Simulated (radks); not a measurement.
Question: These are the eigenvalues of the occupied orbitals of an atom or ion with whole-number occupations (eV). Calculated with a radial shooting solver on a logarithmic mesh with Libxc functionals: non-relativistic Kohn-Sham, PBE, spin-polarised, spherical densities, point nucleus.

1s down: -70279.11
1s up: -70279.10
2s up: -12512.09
2s down: -12511.95
2p up: -12053.69
2p down: -12053.61
3s up: -3683.472
3s down: -3680.359
3p up: -3471.020
3p down: -3468.215
3d up: -3075.363
3d down: -3073.384
4s up: -1469.917
4s down: -1466.600
4p up: -1377.349
4p down: -1374.015
4d up: -1209.398
4d down: -1205.938
4f up: -994.1570

Which element is it, and in what charge state? The configuration may be excited. Open shells, if any, are filled with parallel spins first.

Answer: Z = 77, iridium, charge +29: Ir29+ in [Kr] 4d10 4f2. The list shows which subshells hold electrons but not how many an open one holds; the 1s level, -2582.7 hartree, gives Z - s = 71.9 by -(Z - s)^2/2, which with screening narrows Z to a few neighbours, and the depths of the outer levels then fix element, charge and occupations together.
